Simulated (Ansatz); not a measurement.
Level of theory: frozen-core CCSD(T)/cc-pVTZ // r2SCAN-D4/def2-TZVP run with Ansatz (a quantum-chemistry and plane-wave program). The geometry is that of the parent before the electron was removed.

Ansatz 0.2 input:
```yaml
crystal:
  periodic: [false, false, false]
  atoms:
    - { symbol: Si, position_ang: [-0.127555, -0.005004, 0.000786] }
    - { symbol: Cl, position_ang: [1.926371, 0.07562, -0.011895] }
    - { symbol: H, position_ang: [-0.653018, 1.242121, -0.597133] }
    - { symbol: H, position_ang: [-0.559252, -1.176584, -0.792925] }
    - { symbol: H, position_ang: [-0.586545, -0.136153, 1.401167] }
basis:
  gaussian: { orbitals: cc-pVTZ }
correlation:
  method: ccsd_t
total_charge: 1
magnetization:
  spin_polarized: true
  initial_magnetization: 1
```

Output:

```
Functional definition: HF
631 factors; integrals over basis functions are off by at most 7.9e-4 eV
mean field evaluation 1: about -20401.8533 eV, gradient 1.6e1 eV
mean field evaluation 2: about -20401.8609 eV, gradient 1.6e1 eV
mean field evaluation 4: about -20403.9661 eV, gradient 2.6e0 eV
mean field evaluation 8: about -20404.6271 eV, gradient 7.0e-1 eV
mean field evaluation 16: about -20404.6619 eV, gradient 1.9e-6 eV
mean field evaluation 32: about -20404.6619 eV, gradient 7.5e-3 eV
mean field evaluation 64: about -20404.6618 eV, gradient 2.4e-6 eV
mean field evaluation 96: about -20404.6619 eV, gradient 9.0e-3 eV
mean field evaluation 128: about -20404.6618 eV, gradient 2.5e-3 eV
mean field evaluation 160: about -20404.6486 eV, gradient 1.4e0 eV
mean field evaluation 192: about -20404.6614 eV, gradient 1.1e-1 eV
mean field evaluation 224: about -20402.6166 eV, gradient 1.8e-3 eV
mean field evaluation 256: about -20404.6619 eV, gradient 1.6e-2 eV
mean field evaluation 288: about -20402.6166 eV, gradient 2.5e-2 eV
mean field evaluation 320: about -20404.6619 eV, gradient 6.2e-4 eV
mean field evaluation 352: about -20404.6600 eV, gradient 1.5e-1 eV
mean field evaluation 384: about -20402.6067 eV, gradient 1.1e-1 eV
mean field -20404.66189710 eV, -749.8574939419 hartree, gradient 2.0e-10 eV, S^2 0.763777; 12 other end points of the search recorded, 0 dependent functions left out
determinant -20404.66189710 eV, -749.8574939419 hartree, with singles and doubles -20413.68211741 eV, -750.1889809240 hartree
determinant -20404.66180240 eV, -749.8574904618 hartree, with singles and doubles -20413.68189009 eV, -750.1889725704 hartree
determinant -20402.61661217 eV, -749.7823311071 hartree, with singles and doubles -20411.71058416 eV, -750.1165284136 hartree
determinant -20404.66189710 eV, -749.8574939419 hartree, with singles and doubles -20413.57400452 eV, -750.1850078487 hartree
determinant -20404.66180240 eV, -749.8574904618 hartree, with singles and doubles -20413.57394928 eV, -750.1850058185 hartree
10 core orbitals not correlated
reference -20404.66189710 eV, -749.8574939419 hartree; 7, 6 occupied and 93, 94 virtual orbitals, 631 factors
second order -7.60609350 eV of doubles, -0.00000000 eV of singles
cycle   1  -8.91210837 eV  change   -9.5e-7 eV  update   1.9e-6
perturbative correction -0.32646317 eV, -0.0119973002 hartree
Total energy: -20413.90046864 eV, -750.1970051839 hartree
```

Cost: around 50 core-seconds (rough).
